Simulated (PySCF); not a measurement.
# How methods differ on the ionisation energy of Gd²⁶⁺

Gd²⁶⁺ [Kr] 4d2 [4d3/2^2, M_J = 2] → Gd²⁷⁺ [Kr] 4d1 [4d3/2^1, M_J = 3/2], as a difference of total energies. Calculation: PySCF 2.14, in an uncontracted even-tempered set (17 s from 2.1 bohr⁻², ratio 2.8; 14 p from 2.7 bohr⁻², ratio 2.8; 9 d from 2.7 bohr⁻², ratio 2.8; 3 f from 10 bohr⁻², ratio 3); the two-component X2C-1e Hamiltonian. Correlated levels: [Ar] 3d10 frozen; the 92 highest virtual spinors dropped. "Screened" scales the spin-orbit matrix elements by Boettger's factors to mimic the two-electron term; Breit and QED terms are absent.

```tsv
method	ionisation energy (eV)
GHF (spin-free)	890.90
GMP2 (spin-free)	891.12
GHF (screened spin-orbit)	894.67
GMP2 (screened spin-orbit)	894.91
```

Q: How much does correlation contribute at GMP2 (screened spin-orbit)?

A: 894.91 − (894.67) = 0.24 eV, measured against GHF (screened spin-orbit).

Breit and QED terms and the two-electron picture change are absent.

The spin-free rows relax to the high-spin LS determinant and lack the spin-orbit shift.

The labels give the starting determinants; with spin-orbit coupling the two ends relaxed to ⟨J²⟩ = 6.06, ⟨L²⟩ = 10.49, ⟨S²⟩ = 1.60 and ⟨J²⟩ = 3.75, ⟨L²⟩ = 6.05, ⟨S²⟩ = 0.79.

For comparison: 895 ± 4 eV (theoretical estimate listed by NIST; NIST Atomic Spectra Database, ionization energies).
